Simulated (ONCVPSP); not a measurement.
## Configuration tests for germanium (Ge) (ONCV)

germanium (Ge), optimised norm-conserving Vanderbilt (ONCV), made with ONCVPSP 4.0.1 (PBEsol, scalar-relativistic). Core [Ar] 3d10, reference 4s2 4p2. Waves: 4s: rc 1.60 bohr, ncon 3, nbas 8, qcut 4.5 1/bohr, 3 projectors, debl 1.3 Ha; 4p: rc 2.30 bohr, ncon 3, nbas 7, qcut 3.5 1/bohr, 1 projector; d scattering state at 0.13 Ha: rc 2.35 bohr, ncon 4, nbas 7, qcut 4.7 1/bohr, 3 projectors, debl 3 Ha. Local part: polynomial inside 1.45 bohr (lpopt 5, dvloc0 0 Ha). Core correction: Teter function, fcfact 1.75, rcfact 1.4.

Energies are relative to the spin-unpolarised reference configuration 4s2 4p2; without spin polarisation the order of configurations can differ from experiment.

| valence configuration | charge | ΔE all-electron (eV) | error AE − PS (meV) |
| --- | --- | --- | --- |
| 4s2 4p0 | +2 | 22.902 | -60 |
| 4s1 4p0 | +3 | 57.691 | -251 |

Problem. What are ΔE and the potential's error for 4s1 4p2?

Solution. ΔE = 16.183 eV all-electron; the error (AE − PS) is -4.5 meV.

Problem. What are ΔE and the potential's error for 4s2 4p1?

Solution. ΔE = 7.453 eV all-electron; the error (AE − PS) is -5.5 meV.

Levels in the configuration 4s1 4p0:

```json
{"level": "4s", "all-electron (eV)": "-40.388", "pseudo (eV)": "-40.625"}
```

Note: ghosts flagged at negative energy: s at -178.8 eV; GHOST(+) flags only above 600 eV. A true bound ghost makes a file unfit for plane-wave use.
